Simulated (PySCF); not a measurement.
**Electron correlation in C²⁺ (carbon, charge +2)**

[He] 2p2, high-spin 3P determinant (an excited configuration). Computed with PySCF 2.14 in aug-cc-pCVTZ-DK with one added diffuse shell each of s, p, d, f type (8s7p5d3f, 75 functions), with the spin-free X2C one-electron Hamiltonian (Gaussian nucleus). Frozen: 1s2; 2 electrons correlated.

With two correlated electrons CCSD is exact within the correlated space (frozen core and kept virtual orbitals).

```csv
level,correlation energy (mhartree)
CCSD,-9.00
```

Diagnostics: T1 = 0.00053, D1 = 0.0007, largest double amplitude 0.017.

Task: Is a single reference adequate?

Result: Yes: T1 lies below 0.03 and no double amplitude reaches 0.07.
